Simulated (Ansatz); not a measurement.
`FBN([SiH3])[SiH3]` + `[SiH3]Cl` → `FB[SiH2]Cl` + `[SiH3]N[SiH3]`  (formal exchange of groups at a B–N bond)

Program: Ansatz. Geometries: PBE0-D4/def2-TZVP. ΔE: electronic, gas phase. CBS: MP2 limit from def2 TZ/QZ plus the TZ coupled-cluster correction, frozen cores. This one scheme is used for every species. DFT in def2-TZVPP. B3LYP here is the variant with VWN-RPA as its local correlation; programs differ in this. HSE06 is defined as in plane-wave codes. Each species was taken in one conformer, which may not be the lowest.

`FBN([SiH3])[SiH3]`:

Cartesian coordinates in Å:
```
F -1.030 -1.574 -1.765
B -0.338 -1.514 -0.621
N -0.042 -0.248 -0.079
Si 0.857 -0.079 1.412
Si -0.590 1.195 -0.924
H -0.005 -2.544 -0.113
H 0.044 0.659 2.412
H 2.105 0.690 1.166
H 1.186 -1.431 1.920
H 0.007 1.274 -2.278
H -0.124 2.349 -0.110
H -2.069 1.223 -1.020
```

`[SiH3]Cl`:

```xyz
5

Si    0.078   -0.054   -0.086
Cl   -1.172    0.815    1.291
H     1.348   -0.409    0.589
H     0.327    0.917   -1.176
H    -0.580   -1.269   -0.618
```

`FB[SiH2]Cl`:

```xyz
7

F    -1.910   -0.020    1.032
B    -1.076   -0.573    0.177
Si    0.734    0.269   -0.208
Cl    1.018    2.000    0.871
H    -1.438   -1.589   -0.357
H     1.824   -0.682    0.139
H     0.849    0.596   -1.654
```

`[SiH3]N[SiH3]`:

Cartesian coordinates in Å:
```
Si 1.093 -1.035 0.413
N 0.413 0.474 -0.073
Si -1.237 0.867 -0.395
H 0.031 -2.063 0.282
H 1.578 -1.017 1.822
H 2.254 -1.396 -0.445
H 1.061 1.248 -0.122
H -1.998 -0.406 -0.420
H -1.372 1.564 -1.703
H -1.824 1.762 0.642
```

| level | ΔE (kJ/mol) | difference from CCSD(T)/CBS |
| --- | --- | --- |
| LDA (SPW92) | 156.0 | -0.4 |
| PBE-D4 | 144.6 | -11.8 |
| revPBE-D4 | 143.9 | -12.5 |
| BLYP-D4 | 150.6 | -5.8 |
| B97M-V | 151.8 | -4.6 |
| PBE0-D4 | 149.1 | -7.3 |
| B3LYP-D4 | 154.1 | -2.3 |
| r2SCAN0-D4 | 157.4 | 1.0 |
| HSE06-D4 | 149.0 | -7.4 |
| BHLYP-D4 | 159.9 | 3.5 |
| ωB97X-V | 152.3 | -4.1 |
| ωB97M-V | 158.9 | 2.5 |
| B2PLYP | 156.0 | -0.4 |
| PBE | 141.8 | -14.6 |
| revPBE | 135.6 | -20.8 |
| BLYP | 144.4 | -12.0 |
| r2SCAN | 154.5 | -1.9 |
| PBE0 | 146.7 | -9.7 |
| B3LYP | 149.5 | -6.9 |
| r2SCANh | 155.3 | -1.1 |
| r2SCAN0 | 156.5 | 0.1 |
| HSE06 | 146.8 | -9.6 |
| CAM-B3LYP | 154.8 | -1.6 |
| LC-ωPBE | 148.0 | -8.4 |
| RPA@PBE/def2-TZVPP | 155.3 | -1.1 |
| HF/def2-SVP | 168.9 | 12.5 |
| MP2/def2-SVP | 177.6 | 21.2 |
| CCSD/def2-SVP | 170.4 | 14.0 |
| CCSD(T)/def2-SVP | 171.7 | 15.3 |
| HF/def2-TZVPP | 157.7 | 1.3 |
| MP2/def2-TZVPP | 165.1 | 8.7 |
| SCS-MP2/def2-TZVPP | 162.1 | 5.7 |
| CCSD/def2-TZVPP | 157.3 | 0.9 |
| CCSD(T)/def2-TZVPP | 158.3 | 1.9 |
| HF/def2-QZVPP | 158.1 | 1.7 |
| MP2/def2-QZVPP | 164.1 | 7.7 |
| SCS-MP2/def2-QZVPP | 161.0 | 4.6 |
| HF/CBS(def2) | 158.1 | 1.7 |
| MP2/CBS(def2) | 163.2 | 6.8 |
| CCSD/CBS(def2) | 155.4 | -1.0 |
| CCSD(T)/CBS | 156.4 | 0 |

Largest T1 diagnostic among the species: 0.012.

From PBE to PBE0 (25 % exact exchange), in def2-TZVPP and without D4, ΔE moves by +4.9 kJ/mol. At CCSD(T), def2-SVP lies +15.3 kJ/mol from the extrapolated value and def2-TZVPP +1.9 kJ/mol. Leaving LDA and LC-ωPBE aside and taking each functional with its dispersion term where it has one, the values spread over 16.0 kJ/mol, from revPBE-D4 to BHLYP-D4. LDA lies +14.2 kJ/mol from PBE without D4.
